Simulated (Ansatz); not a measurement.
Stretching the Sn1–H2 bond in H2OSn (SMILES [OH][SnH]) (multiplicity 1 held, fragments rigid). Energies count from the point at 1.803 Å.
Geometry at that point (charge 0, multiplicity 1):
```xyz
4

Sn    -0.18386    -0.15026     0.19526
H     -1.45521     0.01474    -1.07213
O      1.21528     0.79939    -0.86933
H      0.92596     1.10307    -1.73634
```

Signs of static correlation in def2-SVP, with CASSCF(2,2), from Ansatz (a quantum-chemistry and plane-wave program) runs.

```csv
R (Å),T1 of restricted CCSD,⟨S²⟩ of UHF,largest double amplitude of restricted CCSD,weight of the CASSCF reference in MRCISD,CASSCF natural occupations
1.442,0.022,0.000,0.085,0.915,1.98 0.02
1.622,0.022,0.000,0.078,0.916,1.98 0.02
1.803,0.023,0.000,0.069,0.916,1.97 0.03
1.983,0.023,0.000,0.068,0.916,1.96 0.04
2.163,0.024,0.000,0.081,0.916,1.94 0.06
2.434,0.027,(withheld),0.152,0.916,1.90 0.10
2.704,0.032,0.570,0.225,0.916,1.84 0.16
3.155,0.050,0.859,(withheld),0.915,1.69 0.31
3.605,0.075,0.959,0.532,0.915,1.48 0.52
4.146,0.105,0.998,0.756,0.915,1.27 0.73
4.867,0.128,1.011,0.976,0.915,1.12 0.88
5.769,0.136,1.013,1.096,0.915,1.03 0.97
```

### Question
Complete the blanks.

### Answer

- 2.434, ⟨S²⟩ of UHF: 0.170
- 3.155, largest double amplitude of restricted CCSD: 0.359

Doubts at one or more of the structures used: a restricted determinant that unrestricted orbitals would lower (R-CCSD(T)/def2-SVP); other coupled-cluster roots lie near (R-CCSD(T)/def2-SVP); T1 above 0.05 (R-CCSD(T)/def2-SVP, U-CCSD(T)/def2-SVP); a spin-contaminated determinant (U-CCSD(T)/def2-SVP).
